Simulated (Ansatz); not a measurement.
Gas-phase electronic energies from Ansatz, PBE0-D4/def2-TZVP geometries. CCSD(T)/CBS adds triple-zeta CCSD(T) − MP2 to the extrapolated MP2 energy (def2 sets, frozen cores). This one scheme is used for every species. DFT in def2-TZVPP. B3LYP here is the variant with VWN-RPA as its local correlation; programs differ in this. Each species was taken in one conformer, which may not be the lowest.

Reaction (formal hydrolysis of the Si–C bond): `N=C[Si](N)(O)F` + H₂O → `N[Si](O)(O)F` + `C=N`

```csv
level,ΔE (kcal/mol)
B3LYP-D4,-27.4
PBE-QIDH,-27.9
revPBE,-25.6
BHLYP,-30.7
```

(1) What does CCSD(T)/CBS give? (Best estimate.)

Largest T1 diagnostic among the species: 0.012.

Answers

(1) Computed: -27.2 kcal/mol. The listed levels differ from it by -0.2, -0.7, 1.6, -3.5 kcal/mol.

From BLYP to BHLYP (50 % exact exchange), in def2-TZVPP and without D4, ΔE moves by −2.9 kcal/mol. Leaving LDA and LC-ωPBE aside and taking each functional with its dispersion term where it has one, the values, not all of them listed here, spread over 5.5 kcal/mol, from BHLYP-D4 to revPBE-D4.

CCSD(T)/CBS has its own doubt, a few kJ/mol and more with outer-core shells, so smaller differences from it don't rank the levels.
